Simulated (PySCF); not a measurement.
**Substituent chemical shifts**

Parent skeleton `[CH3:1][CH2:2][NH:3][CH3:4]`; one hydrogen on atom 2 is replaced by X. Hydrogens on one atom are averaged.

[PySCF 2.14: structure optimised with GFN2-xTB; GIAO PBE0/pcSseg-1 shieldings; averaged over atoms made equivalent by symmetry, fast rotation or ring inversion; one conformer; in vacuum; relativity neglected]

δ = σ(ref) − σ, references computed at the same level: 13C (186.93 ppm) and 1H (31.72 ppm) against TMS; 15N (267.73 ppm) against NH3.

Parent (X = H): C1 18.3, C2 51.6, N3 53.1, C4 40.3, H(C1) 1.18, H(C2) 2.59, H(C4) 2.63 ppm. Effects are Δδ = δ(X) − δ(H), positive for deshielding.

Task: Give Δδ (ppm) for X = CF3, CH2SiH3, CF=CF2, CH2NH2.

Result: 
| X | SMILES | C1 | C2 | N3 | C4 | H(C1) | H(C2) | H(C4) |
| --- | --- | --- | --- | --- | --- | --- | --- | --- |
| CF3 | CN[C@@H](C)C(F)(F)F | -0.9 | +10.9 | -5.2 | -1.1 | +0.11 | +0.28 | +0.11 |
| CH2SiH3 | CN[C@H](C)C[SiH3] | +7.3 | +1.7 | +18.3 | -2.9 | -0.06 | +0.10 | -0.15 |
| CF=CF2 | CN[C@H](C)C(F)=C(F)F | +2.3 | +5.2 | -3.2 | -3.9 | +0.26 | +0.73 | -0.04 |
| CH2NH2 | CN[C@@H](C)CN | +0.0 | +8.8 | +2.4 | -3.1 | -0.19 | -0.24 | +0.05 |

Task: Which position responds most, and to which substituents?

Result: N3: from -5.2 ppm with CF3 to +18.3 ppm with CH2SiH3.

Experimental scales use liquid or dissolved standards, which lie at an offset from isolated NH3 (liquid NH3: subtract about 20 ppm).
